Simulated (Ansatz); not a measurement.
Spectroscopic constants of GaCl, closed-shell singlet (the spin of the measured ground state). No spin–orbit coupling. Ga is treated without relativity.

D_e counts from the fitted minimum to each atom's lowest state at the same level, without counterpoise. The singlet is restricted.

Correlated levels freeze the inner cores; with def2 sets outer-core shells near the valence are correlated too. CBS(a, b) extrapolates the correlation energy as X⁻³ and adds the Hartree–Fock energy of set b.

Programs: Ansatz (Gaussian orbitals). 

The comparison value is 114.62 kcal/mol (CCSD(T)/CBS(def2-TZVPP, def2-QZVPP)). It is a level with limits of its own, not the exact answer.

Order these levels by how close they come to the comparison value for the bond energy D_e, closest first: r2SCAN/def2-TZVPP, SVWN5/def2-TZVPP, PBE/def2-TZVPP, B3LYP/def2-TZVPP, PBE0/def2-TZVPP. Give each level's value less the comparison value.

PBE/def2-TZVPP (-0.07 kcal/mol), r2SCAN/def2-TZVPP (-0.83 kcal/mol), PBE0/def2-TZVPP (-2.94 kcal/mol), B3LYP/def2-TZVPP (-5.13 kcal/mol), SVWN5/def2-TZVPP (14.32 kcal/mol)

Ansatz is a program for electronic structure.
